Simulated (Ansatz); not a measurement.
A nudged elastic band was laid between two geometries of H₄N₂Zn (7 atoms, charge 0, multiplicity 1).

Level of theory: Ansatz, RKS B3LYP-D4/def2-mTZVP.

```json
{"movable images": "7", "climbing image": "yes", "spring": "5.0 eV/Å²", "optimiser": "quadratic models (default)", "start path": "IDPP", "force threshold": "0.5 eV/Å", "iteration limit": "55", "end points": "relaxed"}
```

Image 0:

```xyz
7
Properties=species:S:1:pos:R:3
N -1.446 -0.188 -1.108
Zn 0.026 -0.008 -0.039
N 1.613 0.137 0.857
H -2.326 -0.399 -0.650
H -1.616 0.552 -1.781
H 2.152 -0.714 0.974
H 1.598 0.620 1.748
```

Image 8:

```xyz
7
Properties=species:S:1:pos:R:3
N -1.335 0.456 -1.168
Zn 0.026 -0.009 -0.039
N 1.501 -0.511 0.916
H -1.764 -0.293 -1.700
H -2.079 1.027 -0.783
H 1.354 -0.789 1.880
H 2.296 0.119 0.894
```

Q: What changes between the two ends?

A: No bond is made or broken.  The two ends are copies of one structure, up to a mirror image or an exchange of like atoms.

Q: What energy profile does the band end with?

A: The run converged. The highest image is number 4 of 0 to 8, 6.5 kJ/mol above the ends, which have the same energy within 2 meV. The threshold of 0.5 eV/Å is loose, so the images may lie well off the minimum-energy path. The order of the stationary point at the top wasn't checked.

| image | path coordinate (Å) | energy (kJ/mol) |
| --- | --- | --- |
| 0 | 0.00 | 0.0 |
| 1 | 0.31 | 0.9 |
| 2 | 0.64 | 3.1 |
| 3 | 0.98 | 5.5 |
| 4 | 1.32 | 6.5 |
| 5 | 1.66 | 5.5 |
| 6 | 1.99 | 3.1 |
| 7 | 2.32 | 0.9 |
| 8 | 2.64 | 0.0 |

Q: What is the geometry of the highest image?

A: 
```xyz
7
Properties=species:S:1:pos:R:3
N -1.399 0.081 -1.174
Zn 0.020 -0.006 -0.030
N 1.604 -0.143 0.866
H -2.104 -0.647 -1.141
H -1.869 0.969 -1.310
H 1.757 -0.935 1.479
H 1.992 0.682 1.309
```

The band took 1 iterations and of the order of 20 core-seconds.

Time of the run: 20 s on 1 CPU thread of a shared host.
